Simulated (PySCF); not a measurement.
PySCF input (M06-2X/def2-TZVPD):

```python
from pyscf import gto, scf, dft

mol = gto.M(
    atom='''
    B    -0.01382409   -0.01732877   -0.00217690
    F    -0.38360792    1.25570353    0.13149235
    F    -0.95870390   -0.93381623   -0.12135966
    O     1.28086830   -0.39323323   -0.01918118
    H     1.90298047    0.33552400    0.07313976
    ''',
    basis='def2-tzvpd',
    charge=0,
    spin=2,
    verbose=4,
)

mf = dft.UKS(mol, xc='m062x').density_fit(auxbasis='def2-universal-jkfit')
mf.grids.level = 4
mf.conv_tol = 1e-9
mf.max_cycle = 100
mf.max_memory = 1500
mf.kernel()
if not mf.converged:
    mf = mf.newton()
    mf.kernel(mf.make_rdm1())
for _ in range(2):
    mo, _, stable, _ = mf.stability(return_status=True)
    if stable:
        break
    mf.kernel(mf.make_rdm1(mo, mf.mo_occ))
mf.analyze()
```

End of the output:

```
Extra cycle  E= -300.247975795194  delta_E= -1.92e-10  |g|= 9.86e-06  |ddm|= 0.000453
converged SCF energy = -300.247975795194  <S^2> = 2.0034853  2S+1 = 3.0023226
uhf_internal: lowest eigs of H = [0.05754701 0.07078172 0.17795862]
<class 'pyscf.df.df_jk.DFUKS'> wavefunction is stable in the internal stability analysis
**** SCF Summaries ****
Total Energy =                        -300.247975795194179
Nuclear Repulsion Energy =             112.360093098995563
One-electron Energy =                 -636.084817684345353
Two-electron Energy =                  223.476748790155654
Two-electron Coulomb Energy =          257.278833003876855
DFT Exchange-Correlation Energy =      -33.802084213721201
HOMO-LUMO gap [eV] =                    -4.761475548938970
**** MO energy ****
                             alpha | beta                alpha | beta
MO #1   energy= -25.3309730999296  | -25.3290278685846  occ= 1 | 1
MO #2   energy= -25.3263623769901  | -25.3242780523344  occ= 1 | 1
MO #3   energy= -19.8921404767008  | -19.8717167731251  occ= 1 | 1
MO #4   energy= -7.27835547840765  | -7.27857259609455  occ= 1 | 1
MO #5   energy= -1.45635435668263  | -1.44749510116675  occ= 1 | 1
MO #6   energy= -1.42212411470821  | -1.41602600387001  occ= 1 | 1
MO #7   energy= -1.39534946152792  | -1.3058445528599   occ= 1 | 1
MO #8   energy= -0.853169428032956 | -0.81862284310753  occ= 1 | 1
MO #9   energy= -0.742539758174876 | -0.733500402820852 occ= 1 | 1
MO #10  energy= -0.734131868995051 | -0.712920958153428 occ= 1 | 1
MO #11  energy= -0.726583299867984 | -0.6476175032518   occ= 1 | 1
MO #12  energy= -0.666443817500831 | -0.64702698045316  occ= 1 | 1
MO #13  energy= -0.637994357530933 | -0.608178275391217 occ= 1 | 1
MO #14  energy= -0.617556385516362 | -0.584310655992369 occ= 1 | 1
MO #15  energy= -0.598483498587952 | -0.577849120634262 occ= 1 | 1
MO #16  energy= -0.582170108160148 | -0.320976238829704 occ= 1 | 0
MO #17  energy= -0.145995238397042 | -0.0464708283152468 occ= 1 | 0
MO #18  energy= -0.00962808362629803 | 0.0158475156570626 occ= 0 | 0
MO #19  energy= 0.012598055170464  | 0.0336167103054177 occ= 0 | 0
MO #20  energy= 0.0503147749706507 | 0.062285440122509  occ= 0 | 0
MO #21  energy= 0.0519126919489501 | 0.0760198517174419 occ= 0 | 0
MO #22  energy= 0.0658066874412542 | 0.0768969487541034 occ= 0 | 0
MO #23  energy= 0.0774733036453726 | 0.107484279072245  occ= 0 | 0
MO #24  energy= 0.100833603236364  | 0.113581971587825  occ= 0 | 0
MO #25  energy= 0.106857704279299  | 0.122340886566008  occ= 0 | 0
MO #26  energy= 0.120724514961861  | 0.135753919062597  occ= 0 | 0
MO #27  energy= 0.137963722300546  | 0.165085715094737  occ= 0 | 0
MO #28  energy= 0.138708646903789  | 0.174205025864897  occ= 0 | 0
MO #29  energy= 0.168395644636811  | 0.185091589115219  occ= 0 | 0
MO #30  energy= 0.176507280678977  | 0.189564642137913  occ= 0 | 0
MO #31  energy= 0.192621250617942  | 0.195170470052526  occ= 0 | 0
MO #32  energy= 0.197204051279059  | 0.204582708110899  occ= 0 | 0
MO #33  energy= 0.208484075848275  | 0.223309856290921  occ= 0 | 0
MO #34  energy= 0.217660618682207  | 0.2538191372268    occ= 0 | 0
MO #35  energy= 0.241203060842359  | 0.261308835602849  occ= 0 | 0
MO #36  energy= 0.259896407121075  | 0.271980297121534  occ= 0 | 0
MO #37  energy= 0.268474398921987  | 0.283259752256316  occ= 0 | 0
MO #38  energy= 0.279246467540916  | 0.307503745895604  occ= 0 | 0
MO #39  energy= 0.283753195328723  | 0.329881225596403  occ= 0 | 0
MO #40  energy= 0.287709634205639  | 0.332044221729153  occ= 0 | 0
MO #41  energy= 0.317483391808762  | 0.343679409642507  occ= 0 | 0
MO #42  energy= 0.327979379547701  | 0.358162088582975  occ= 0 | 0
MO #43  energy= 0.353610280300253  | 0.387442140135175  occ= 0 | 0
MO #44  energy= 0.373857435753075  | 0.403997560155889  occ= 0 | 0
MO #45  energy= 0.387621505781457  | 0.417433370937967  occ= 0 | 0
MO #46  energy= 0.41777850960306   | 0.432073202977207  occ= 0 | 0
MO #47  energy= 0.430656824683857  | 0.445586139633557  occ= 0 | 0
MO #48  energy= 0.471932805259415  | 0.469306710694418  occ= 0 | 0
MO #49  energy= 0.476041154411066  | 0.494259740631453  occ= 0 | 0
MO #50  energy= 0.494376181259166  | 0.494882361489191  occ= 0 | 0
MO #51  energy= 0.541300029715242  | 0.551949914631586  occ= 0 | 0
MO #52  energy= 0.554299260601031  | 0.571303582723041  occ= 0 | 0
MO #53  energy= 0.584384850500678  | 0.584918149804309  occ= 0 | 0
MO #54  energy= 0.592064805367154  | 0.590817712296403  occ= 0 | 0
MO #55  energy= 0.616014257419151  | 0.598999747803749  occ= 0 | 0
MO #56  energy= 0.620345367723958  | 0.626011450550341  occ= 0 | 0
MO #57  energy= 0.626519744568023  | 0.632649095910107  occ= 0 | 0
MO #58  energy= 0.640626467157666  | 0.633494172180834  occ= 0 | 0
MO #59  energy= 0.648229524837428  | 0.645601958889649  occ= 0 | 0
MO #60  energy= 0.654127935152109  | 0.650014552967178  occ= 0 | 0
MO #61  energy= 0.666722380148863  | 0.664108578585858  occ= 0 | 0
MO #62  energy= 0.705327492343193  | 0.679749615342734  occ= 0 | 0
MO #63  energy= 0.713762116379374  | 0.699798642199814  occ= 0 | 0
MO #64  energy= 0.714744615567578  | 0.704337250319651  occ= 0 | 0
MO #65  energy= 0.765991995513433  | 0.758110569008204  occ= 0 | 0
MO #66  energy= 0.78979764212558   | 0.772913332780137  occ= 0 | 0
MO #67  energy= 0.80009904677439   | 0.781751475839378  occ= 0 | 0
MO #68  energy= 0.826646041969234  | 0.79834675537469   occ= 0 | 0
MO #69  energy= 0.925335603179601  | 0.918384747143488  occ= 0 | 0
MO #70  energy= 0.962023716730658  | 0.955732737518066  occ= 0 | 0
MO #71  energy= 0.986099409570481  | 0.961374960400667  occ= 0 | 0
MO #72  energy= 0.989380943952845  | 0.981133277024563  occ= 0 | 0
MO #73  energy= 1.03529210444489   | 1.02430881739649   occ= 0 | 0
MO #74  energy= 1.04963014578665   | 1.03464001570914   occ= 0 | 0
MO #75  energy= 1.05115779020507   | 1.04079507925955   occ= 0 | 0
MO #76  energy= 1.10899175839149   | 1.09560602035894   occ= 0 | 0
MO #77  energy= 1.19007770760693   | 1.18283981325315   occ= 0 | 0
MO #78  energy= 1.20101335301038   | 1.19164911111534   occ= 0 | 0
MO #79  energy= 1.23163912042526   | 1.21545864535619   occ= 0 | 0
MO #80  energy= 1.26034887092508   | 1.24789126715493   occ= 0 | 0
MO #81  energy= 1.27753808893496   | 1.25968747296018   occ= 0 | 0
MO #82  energy= 1.47830671515682   | 1.48098223047074   occ= 0 | 0
MO #83  energy= 1.52198852560999   | 1.51424314864954   occ= 0 | 0
MO #84  energy= 1.54775547814869   | 1.53669343041535   occ= 0 | 0
MO #85  energy= 1.57348720318012   | 1.58766063970202   occ= 0 | 0
MO #86  energy= 1.70339051348306   | 1.70961401620186   occ= 0 | 0
MO #87  energy= 1.71025815270054   | 1.72060860798242   occ= 0 | 0
MO #88  energy= 1.73396495267834   | 1.74726359870708   occ= 0 | 0
MO #89  energy= 1.8444146921123    | 1.85221986960963   occ= 0 | 0
MO #90  energy= 1.84632862442874   | 1.85260593454566   occ= 0 | 0
MO #91  energy= 1.89151787476394   | 1.89614571506571   occ= 0 | 0
MO #92  energy= 1.91690145541315   | 1.9188279135947    occ= 0 | 0
MO #93  energy= 1.92029292552408   | 1.92460086507187   occ= 0 | 0
MO #94  energy= 2.00135874395278   | 1.99866178213687   occ= 0 | 0
MO #95  energy= 2.07564077172883   | 2.07750826979927   occ= 0 | 0
MO #96  energy= 2.08805347008687   | 2.09958278333978   occ= 0 | 0
MO #97  energy= 2.10059402127042   | 2.09986069437735   occ= 0 | 0
MO #98  energy= 2.14023684357777   | 2.13464927590702   occ= 0 | 0
MO #99  energy= 2.27226823533086   | 2.29402920880542   occ= 0 | 0
MO #100 energy= 2.3150347026384    | 2.3215875218921    occ= 0 | 0
MO #101 energy= 2.36545096034188   | 2.36706093451745   occ= 0 | 0
MO #102 energy= 2.3917649909462    | 2.4066304888219    occ= 0 | 0
MO #103 energy= 2.46772305621263   | 2.47462168950865   occ= 0 | 0
MO #104 energy= 2.48383141343215   | 2.49355766486326   occ= 0 | 0
[...]
```

This state (charge 0, triplet) is run at the relaxed geometry of the species with charge 0 and multiplicity 1, and is a spin state other than that species' own.
